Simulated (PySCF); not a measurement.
Isomers of C5H10N2, from PBE0-D3(BJ)/def2-SVP geometry optimisation, gas phase in PySCF 2.14.0. One conformer each, no zero-point energy, no frequencies.

Task: Which is lower in electronic energy at this level?
A. `[CH2:1]=[CH:2][N:3]1[CH2:4][CH2:5][CH2:6][NH:7]1` with C1–C2–N3–C4 155°, C2–N3–C4–C5 -172°, N3–C4–C5–C6 -2°, C4–C5–C6–N7 24°, C5–C6–N7–N3 -38°: A = 6276, B = 1986, C = 1592 MHz, dipole 2.78 D
B. `[CH3:1][NH:2][C@H:3]1[CH:4]=[N:5][CH2:6][CH2:7]1` with C1–N2–C3–C4 77°: A = 5959, B = 1875, C = 1582 MHz, dipole 1.45 D

Result: B. That is `CN[C@H]1C=NCC1`, 19.3 kcal/mol below the other.

```csv
SMILES,mapped SMILES,E (Eh),relative (kcal/mol),relative (kJ/mol),dipole (D)
CN[C@H]1C=NCC1,[CH3:1][NH:2][C@H:3]1[CH:4]=[N:5][CH2:6][CH2:7]1,-305.45128,0.0,0.0,1.45
C=CN1CCCN1,[CH2:1]=[CH:2][N:3]1[CH2:4][CH2:5][CH2:6][NH:7]1,-305.42046,19.3,80.9,2.78
```

As drawn, the lower has a C=N bond, which the higher lacks; the higher has an N–N linkage and a C=C bond outside aromatic rings, which the lower lacks.
